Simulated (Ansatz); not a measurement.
These are r2SCAN-D4/def2-SVP (Ansatz, a quantum-chemistry and plane-wave program) values and carry that method's errors. No frequencies were computed at this level.

Ansatz 0.2 input:
```yaml
crystal:
  periodic: [false, false, false]
  atoms:
    - { symbol: Hf, position_ang: [0.433219, -0.237361, -0.000751] }
    - { symbol: O, position_ang: [-1.214849, -1.088813, 0.41532] }
    - { symbol: H, position_ang: [-2.00903, -0.585343, 0.616293] }
    - { symbol: O, position_ang: [0.075401, 1.531299, 0.59754] }
    - { symbol: H, position_ang: [-0.336188, 2.187267, 0.027699] }
    - { symbol: O, position_ang: [0.252936, -0.016884, -1.880353] }
    - { symbol: H, position_ang: [-0.598457, -0.093979, -2.320404] }
    - { symbol: H, position_ang: [1.925735, -1.01617, 0.589595] }
basis:
  gaussian: { orbitals: def2-svp }
hamiltonian:
  xc: r2scan
  dispersion: d4
relax:
  max_steps: 150
```

Output:

```
Functional definition: r2SCAN
975 factors; their error is unknown
mean field evaluation 1: about -7495.0838 eV, gradient 9.2e1 eV
mean field evaluation 2: about -7402.2562 eV, gradient 2.3e2 eV
mean field evaluation 4: about -7509.8183 eV, gradient 8.1e0 eV
mean field evaluation 8: about -7509.9293 eV, gradient 2.9e-1 eV
mean field evaluation 16: about -7509.9294 eV, gradient 1.3e-5 eV
mean field -7509.92938307 eV, -275.9848144147 hartree, gradient 1.3e-5 eV, S^2 0.000000; 0 other end points of the search recorded, 0 dependent functions left out
reference -7509.92940998 eV, -275.9848154039 hartree; 20, 20 occupied and 74, 74 virtual orbitals, 975 factors
relax step   1: F+E_penalty+E_count = -7509.96109199 eV  Δ(F+E_penalty+E_count) = +0.000e0 eV  max|allowed force component| = 1.419e0 eV/Å  Δτ_max = 0.0000 Å  (27 SCF iters, accepted)
these checks for a lower state are left out or cut short: starts, cluster_reference, orbital_swaps, neighbouring_geometries, increment
975 factors; their error is unknown
mean field -7510.24173527 eV, -275.9962931464 hartree, gradient 1.6e-5 eV, S^2 0.000000; 0 other end points of the search recorded, 0 dependent functions left out
reference -7510.24176334 eV, -275.9962941779 hartree; 20, 20 occupied and 74, 74 virtual orbitals, 975 factors
relax step   2: F+E_penalty+E_count = -7510.27173176 eV  Δ(F+E_penalty+E_count) = -3.106e-1 eV  max|allowed force component| = 8.795e-1 eV/Å  Δτ_max = 0.1948 Å  (32 SCF iters, accepted)
these checks for a lower state are left out or cut short: starts, cluster_reference, orbital_swaps, neighbouring_geometries, increment
975 factors; their error is unknown
mean field evaluation 32: about -7510.3883 eV, gradient 1.1e-5 eV
mean field -7510.38831434 eV, -276.0016798280 hartree, gradient 1.1e-5 eV, S^2 0.000000; 0 other end points of the search recorded, 0 dependent functions left out
reference -7510.38834266 eV, -276.0016808688 hartree; 20, 20 occupied and 74, 74 virtual orbitals, 975 factors
relax step   3: F+E_penalty+E_count = -7510.41849468 eV  Δ(F+E_penalty+E_count) = -1.468e-1 eV  max|allowed force component| = 6.040e-1 eV/Å  Δτ_max = 0.1921 Å  (33 SCF iters, accepted)
these checks for a lower state are left out or cut short: starts, cluster_reference, orbital_swaps, neighbouring_geometries, increment
975 factors; their error is unknown
mean field -7510.52475356 eV, -276.0066938769 hartree, gradient 2.4e-5 eV, S^2 0.000000; 0 other end points of the search recorded, 0 dependent functions left out
reference -7510.52478190 eV, -276.0066949181 hartree; 20, 20 occupied and 74, 74 virtual orbitals, 975 factors
relax step   4: F+E_penalty+E_count = -7510.55472510 eV  Δ(F+E_penalty+E_count) = -1.362e-1 eV  max|allowed force component| = 2.261e-1 eV/Å  Δτ_max = 0.2000 Å  (33 SCF iters, accepted)
these checks for a lower state are left out or cut short: starts, cluster_reference, orbital_swaps, neighbouring_geometries, increment
975 factors; their error is unknown
mean field -7510.54459857 eV, -276.0074231674 hartree, gradient 1.0e-5 eV, S^2 0.000000; 0 other end points of the search recorded, 0 dependent functions left out
reference -7510.54462619 eV, -276.0074241826 hartree; 20, 20 occupied and 74, 74 virtual orbitals, 975 factors
relax step   5: F+E_penalty+E_count = -7510.57438671 eV  Δ(F+E_penalty+E_count) = -1.966e-2 eV  max|allowed force component| = 1.388e0 eV/Å  Δτ_max = 0.1946 Å  (35 SCF iters, accepted)
these checks for a lower state are left out or cut short: starts, cluster_reference, orbital_swaps, neighbouring_geometries, increment
975 factors; their error is unknown
mean field -7510.60812932 eV, -276.0097578797 hartree, gradient 1.2e-5 eV, S^2 0.000000; 0 other end points of the search recorded, 0 dependent functions left out
reference -7510.60815648 eV, -276.0097588776 hartree; 20, 20 occupied and 74, 74 virtual orbitals, 975 factors
relax step   6: F+E_penalty+E_count = -7510.63848917 eV  Δ(F+E_penalty+E_count) = -6.410e-2 eV  max|allowed force component| = 3.302e-1 eV/Å  Δτ_max = 0.1670 Å  (34 SCF iters, accepted)
these checks for a lower state are left out or cut short: starts, cluster_reference, orbital_swaps, neighbouring_geometries, increment
975 factors; their error is unknown
mean field evaluation 64: about -7510.6591 eV, gradient 2.2e-5 eV
mean field -7510.65911638 eV, -276.0116316193 hartree, gradient 2.2e-5 eV, S^2 0.000000; 0 other end points of the search recorded, 0 dependent functions left out
reference -7510.65914345 eV, -276.0116326143 hartree; 20, 20 occupied and 74, 74 virtual orbitals, 975 factors
relax step   7: F+E_penalty+E_count = -7510.68893952 eV  Δ(F+E_penalty+E_count) = -5.045e-2 eV  max|allowed force component| = 1.360e-1 eV/Å  Δτ_max = 0.0953 Å  (35 SCF iters, accepted)
these checks for a lower state are left out or cut short: starts, cluster_reference, orbital_swaps, neighbouring_geometries, increment
975 factors; their error is unknown
mean field -7510.65954422 eV, -276.0116473421 hartree, gradient 1.2e-5 eV, S^2 0.000000; 0 other end points of the search recorded, 0 dependent functions left out
reference -7510.65957121 eV, -276.0116483339 hartree; 20, 20 occupied and 74, 74 virtual orbitals, 975 factors
relax step   8: F+E_penalty+E_count = -7510.68946162 eV  Δ(F+E_penalty+E_count) = -5.221e-4 eV  max|allowed force component| = 1.138e-1 eV/Å  Δτ_max = 0.0376 Å  (29 SCF iters, accepted)
these checks for a lower state are left out or cut short: starts, cluster_reference, orbital_swaps, neighbouring_geometries, increment
975 factors; their error is unknown
mean field -7510.66014379 eV, -276.0116693759 hartree, gradient 2.2e-5 eV, S^2 0.000000; 0 other end points of the search recorded, 0 dependent functions left out
reference -7510.66017079 eV, -276.0116703682 hartree; 20, 20 occupied and 74, 74 virtual orbitals, 975 factors
relax step   9: F+E_penalty+E_count = -7510.69000033 eV  Δ(F+E_penalty+E_count) = -5.387e-4 eV  max|allowed force component| = 9.705e-2 eV/Å  Δτ_max = 0.0185 Å  (29 SCF iters, accepted)
these checks for a lower state are left out or cut short: starts, cluster_reference, orbital_swaps, neighbouring_geometries, increment
975 factors; their error is unknown
mean field -7510.66053692 eV, -276.0116838232 hartree, gradient 2.2e-5 eV, S^2 0.000000; 0 other end points of the search recorded, 0 dependent functions left out
reference -7510.66056394 eV, -276.0116848164 hartree; 20, 20 occupied and 74, 74 virtual orbitals, 975 factors
relax step  10: F+E_penalty+E_count = -7510.69041711 eV  Δ(F+E_penalty+E_count) = -4.168e-4 eV  max|allowed force component| = 2.107e-3 eV/Å  Δτ_max = 0.0077 Å  (30 SCF iters, accepted)
975 factors; their error is unknown
mean field evaluation 96: about -7510.6605 eV, gradient 2.7e-1 eV
mean field -7510.66053692 eV, -276.0116838232 hartree, gradient 2.1e-5 eV, S^2 0.000000; 1 other end points of the search recorded, 0 dependent functions left out
reference -7510.66056394 eV, -276.0116848164 hartree; 20, 20 occupied and 74, 74 virtual orbitals, 975 factors
Total energy: -7510.69044413 eV, -276.0127828930 hartree
Atom 0 at     0.052107    -0.038085    -0.151177 Å, force    -0.000545     0.002107    -0.001460 eV/Å
Atom 1 at    -1.379000    -0.998249     0.712783 Å, force     0.000978    -0.001891     0.000085 eV/Å
Atom 2 at    -2.180197    -1.387291     1.063112 Å, force    -0.000915     0.000647     0.000502 eV/Å
Atom 3 at     0.199406     1.800730     0.408789 Å, force     0.000381    -0.001172     0.001200 eV/Å
Atom 4 at     0.137333     2.730441     0.627383 Å, force    -0.000311     0.000905    -0.000787 eV/Å
Atom 5 at     0.096603    -0.270893    -2.064367 Å, force     0.001550     0.000422     0.000592 eV/Å
Atom 6 at    -0.007382    -0.307500    -3.015076 Å, force    -0.001044    -0.000329    -0.000609 eV/Å
Atom 7 at     1.609897    -0.849137     0.463493 Å, force    -0.000094    -0.000689     0.000477 eV/Å
Dipole moment:    -0.573283     0.298485    -0.226196 e Å
```

Cost: about 50 core-seconds (a rough figure).
